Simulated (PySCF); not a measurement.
Cl₃H₃OSi₂, SMILES Cl[SiH2]O[SiH](Cl)Cl.

Geometry: B3LYP-D3(BJ)/def2-SVP. This is a generated structure with no PubChem entry under its InChIKey; it may be hypothetical. Other conformers were not sampled.

Method: TDDFT-ωB97X/def2-SVPD (PySCF).

Vertical excitations. The molecule is in vacuum.

Computed UV-visible absorptions:
| state | energy (eV) | λ (nm) | f | main pairs |
|---|---|---|---|---|
| S1 | 8.07 | 154 | 0.013 | HOMO→LUMO+1 52 %, HOMO→LUMO 16 %, HOMO→LUMO+2 13 % |
| S2 | 8.20 | 151 | 0.001 | HOMO→LUMO 45 %, HOMO→LUMO+2 25 % |
| S3 | 8.41 | 147 | 0.019 | HOMO−1→LUMO+1 25 %, HOMO−1→LUMO 21 %, HOMO−1→LUMO+2 14 %, HOMO−1→LUMO+3 9 % |
| S4 | 8.59 | 144 | 0.003 | HOMO−3→LUMO+2 15 %, HOMO−4→LUMO+1 14 %, HOMO−4→LUMO 11 %, HOMO−4→LUMO+2 11 % |
| S5 | 8.62 | 144 | 0.055 | HOMO−3→LUMO+2 19 %, HOMO−3→LUMO+1 16 %, HOMO−2→LUMO+1 11 %, HOMO−4→LUMO+1 6 % |
| S6 | 8.71 | 142 | 0.038 | HOMO−2→LUMO+1 35 %, HOMO−2→LUMO+2 25 %, HOMO−4→LUMO+1 11 % |
| S7 | 8.90 | 139 | 0.046 | HOMO−1→LUMO+4 16 %, HOMO−1→LUMO+2 8 %, HOMO−1→LUMO 6 %, HOMO−3→LUMO 6 % |
| S8 | 8.98 | 138 | 0.011 | HOMO−1→LUMO 17 %, HOMO−2→LUMO 15 %, HOMO−1→LUMO+1 9 %, HOMO−6→LUMO 8 % |
| S9 | 9.06 | 137 | 0.066 | HOMO−2→LUMO 20 %, HOMO−1→LUMO+2 8 %, HOMO−2→LUMO+2 7 %, HOMO−4→LUMO+2 6 % |
| S10 | 9.12 | 136 | 0.040 | HOMO→LUMO+3 47 %, HOMO→LUMO+5 14 % |
| T1 | 7.67 | 162 | 0 | HOMO→LUMO+1 48 %, HOMO→LUMO 15 %, HOMO→LUMO+2 14 % |
| T2 | 7.85 | 158 | 0 | HOMO−1→LUMO+1 23 %, HOMO−1→LUMO+2 20 %, HOMO−1→LUMO 13 %, HOMO−1→LUMO+3 8 % |
| T3 | 7.90 | 157 | 0 | HOMO→LUMO 36 %, HOMO→LUMO+2 26 %, HOMO→LUMO+6 7 % |
| T4 | 8.03 | 154 | 0 | HOMO−3→LUMO+2 25 %, HOMO−3→LUMO+1 20 %, HOMO−3→LUMO 7 %, HOMO−3→LUMO+3 6 % |
Triplets are in the Tamm–Dancoff approximation, which puts them higher than full response would, so one can lie above its singlet here.
